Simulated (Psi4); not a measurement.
C₃H₉SSi, doublet, at a GFN2-xTB geometry, with bond 12-4 at 1.25 times its length; HF/STO-3G (Psi4).

Input for Psi4:
```
memory 2 GB

molecule {
0 2
  C    -0.65581910    1.47443797   -1.21466416
  Si   -0.06314066   -0.07709093   -0.27769055
  C     1.51624336   -0.77988421   -1.08271036
  C    -1.43721760   -1.39878350   -0.23934351
  S     0.39453478    0.48170308    1.73515090
  H    -0.89939338    1.23332074   -2.24460081
  H    -1.54195054    1.89709658   -0.75084446
  H     0.11073349    2.24341738   -1.22277179
  H     1.87634128   -1.65065181   -0.54318165
  H     1.32639151   -1.07675845   -2.10938335
  H     2.31359264   -0.04286782   -1.08894708
  H    -1.76584374   -1.78901062   -1.49661060
  H    -2.33442814   -1.01686300    0.23830482
  H    -1.11899547   -2.27832619    0.31214292
}

set basis sto-3g
set reference uhf
set stability_analysis follow
set scf_type pk

energy('scf')
print_variables()
```

Output, abridged:

```
   => Loading Basis Set <=

    Name: STO-3G
    Role: ORBITAL
    Keyword: BASIS

         ---------------------------------------------------------
                                   SCF
               by Justin Turney, Rob Parrish, Andy Simmonett
                          and Daniel G. A. Smith
                              UHF Reference
         ---------------------------------------------------------

  ==> Geometry <==

    Molecular point group: c1
    Full point group: C1

    Geometry (in Angstrom), charge = 0, multiplicity = 2:

       Center              X                  Y                   Z               Mass
    ------------   -----------------  -----------------  -----------------  -----------------
         C           -0.673688436590     1.452599469795    -1.293613772059    12.000000000000
         SI          -0.081009996590    -0.098929430205    -0.356640162059    27.976926534650
         C            1.498374023410    -0.801722710205    -1.161659972059    12.000000000000
         C           -1.455086936590    -1.420622000205    -0.318293122059    12.000000000000
         S            0.376665443410     0.459864579795     1.656201287941    31.972071174400
         H           -0.917262716590     1.211482239795    -2.323550422059     1.007825032230
         H           -1.559819876590     1.875258079795    -0.829794072059     1.007825032230
         H            0.092864153410     2.221578879795    -1.301721402059     1.007825032230
         H            1.858471943410    -1.672490310205    -0.622131262059     1.007825032230
         H            1.308522173410    -1.098596950205    -2.188332962059     1.007825032230
         H            2.295723303410    -0.064706320205    -1.167896692059     1.007825032230
         H           -1.783713076590    -1.810849120205    -1.575560212059     1.007825032230
         H           -2.352297476590    -1.038701500205     0.159355207941     1.007825032230
         H           -1.136864806590    -2.300164690205     0.233193307941     1.007825032230

  Running in c1 symmetry.

  Rotational constants: A =      0.10154  B =      0.07107  C =      0.07105 [cm^-1]
  Rotational constants: A =   3044.20247  B =   2130.47610  C =   2130.13549 [MHz]
  Nuclear repulsion =  284.929328550258333

  Charge       = 0
  Multiplicity = 2
  Electrons    = 57
  Nalpha       = 29
  Nbeta        = 28

  ==> Algorithm <==

  SCF Algorithm Type is PK.
  DIIS enabled.
  MOM disabled.
  Fractional occupation disabled.
  Guess Type is SAD.
  Energy threshold   = 1.00e-06
  Density threshold  = 1.00e-06
  Integral threshold = 1.00e-12

  ==> Primary Basis <==

  Basis Set: STO-3G
    Blend: STO-3G
    Number of shells: 28
    Number of basis functions: 42
    Number of Cartesian functions: 42
    Spherical Harmonics?: true
    Max angular momentum: 1

  ==> Integral Setup <==

  Using in-core PK algorithm.
   Calculation information:
      Number of atoms:                  14
      Number of AO shells:              28
      Number of primitives:             84
      Number of atomic orbitals:        42
      Number of basis functions:        42

      Integral cutoff                 1.00e-12
      Number of threads:                 1

  Performing in-core PK
  Using 816312 doubles for integral storage.
  We computed 74328 shell quartets total.
  Whereas there are 82621 unique shell quartets.

  ==> DiskJK: Disk-Based J/K Matrices <==

    J tasked:                  Yes
    K tasked:                  Yes
    wK tasked:                  No
    Schwarz Cutoff:          1E-12

  Minimum eigenvalue in the overlap matrix is 2.2920979615E-01.
  Reciprocal condition number of the overlap matrix is 9.7914755355E-02.
    Using symmetric orthogonalization.

  ==> Pre-Iterations <==

  SCF Guess: Superposition of Atomic Densities via on-the-fly atomic UHF (no occupation information).

   -------------------------
    Irrep   Nso     Nmo
   -------------------------
     A         42      42
[...]
   @UHF iter   2:  -796.25196794462931   -6.63669e-02   1.56924e-03 DIIS/ADIIS
   @UHF iter   3:  -796.25680914410805   -4.84120e-03   4.19250e-04 DIIS/ADIIS
   @UHF iter   4:  -796.25740450719331   -5.95363e-04   1.13857e-04 DIIS/ADIIS
   @UHF iter   5:  -796.25744399390226   -3.94867e-05   6.21202e-05 DIIS
   @UHF iter   6:  -796.25746404737868   -2.00535e-05   2.58190e-05 DIIS
   @UHF iter   7:  -796.25746799228068   -3.94490e-06   4.87160e-06 DIIS
   @UHF iter   8:  -796.25746810152941   -1.09249e-07   1.85433e-06 DIIS
   @UHF iter   9:  -796.25746811684928   -1.53199e-08   9.17518e-07 DIIS
  Energy and wave function converged.

    Negative totally symmetric eigenvalue detected: -0.000257
    Wavefunction unstable!
    Lowest UHF->UHF stability eigenvalues:
       A -0.000257

    Rotating orbitals by 0.5 * pi / 2 radians along unstable eigenvector.
    Running SCF again with the rotated orbitals.
   @UHF iter  10:  -796.25672864647152   -7.96257e+02   6.53856e-04 DIIS/ADIIS
   @UHF iter  11:  -796.25761085844090   -8.82212e-04   1.83437e-04 DIIS/ADIIS
   @UHF iter  12:  -796.25770439521398   -9.35368e-05   6.97228e-05 DIIS
   @UHF iter  13:  -796.25771810916206   -1.37139e-05   3.79797e-05 DIIS
   @UHF iter  14:  -796.25772491204157   -6.80288e-06   1.42319e-05 DIIS
   @UHF iter  15:  -796.25772592222165   -1.01018e-06   4.12795e-06 DIIS
   @UHF iter  16:  -796.25772597645596   -5.42343e-08   2.30556e-06 DIIS
   @UHF iter  17:  -796.25772600039170   -2.39357e-08   9.31728e-07 DIIS
    Wavefunction stable under totally symmetric rotations.
    Lowest totally symmetric eigenvalue: 0.000261
    Lowest UHF->UHF stability eigenvalues:
       A 0.000261

    Stability analysis over.

  ==> Post-Iterations <==

   @Spin Contamination Metric:   3.756846202E-03
   @S^2 Expected:                7.500000000E-01
   @S^2 Observed:                7.537568462E-01
   @S   Expected:                5.000000000E-01
   @S   Observed:                5.000000000E-01

    Orbital Energies [Eh]
    ---------------------

    Alpha Occupied:

[...]
    Alpha Virtual:

[...]
      42A      0.770367

    Beta Occupied:

[...]
      28A     -0.224056

    Beta Virtual:

[...]
    Final Occupation by Irrep:
              A
    DOCC [    28 ]
    SOCC [     1 ]
    NA   [    29 ]
    NB   [    28 ]

  @UHF Final Energy:  -796.25772600039170

   => Energetics <=

    Nuclear Repulsion Energy =            284.9293285502583331
    One-Electron Energy =               -1671.6391701383413420
    Two-Electron Energy =                 590.4521155876913099
    Total Energy =                       -796.2577260003916990

  UHF NO Occupations:
  HONO-2 :   27  A 1.9999201
  HONO-1 :   28  A 1.9982775
  HONO-0 :   29  A 1.0000000
  LUNO+0 :   30  A 0.0017225
  LUNO+1 :   31  A 0.0000799
  LUNO+2 :   32  A 0.0000488
  LUNO+3 :   33  A 0.0000207

Computation Completed

Properties will be evaluated at   0.000000,   0.000000,   0.000000 [a0]

Properties computed using the SCF density matrix

 Multipole Moments:

 ------------------------------------------------------------------------------------
     Multipole            Electronic (a.u.)      Nuclear  (a.u.)        Total (a.u.)
 ------------------------------------------------------------------------------------

 L = 1.  Multiply by 2.5417464519 to convert [e a0] to [Debye]
 Dipole X            :          2.0023800           -2.0489872           -0.0466072
 Dipole Y            :          2.4349441           -2.4998051           -0.0648609
 Dipole Z            :          8.6412817           -8.9791874           -0.3379058
 Magnitude           :                                                    0.3472168

 ------------------------------------------------------------------------------------

  Variable Map:
  ----------------------------------------------------------------------------
[...]
  Array Variable Map:
  ----------------------------------------------------------------------------
[...]
[...]
```
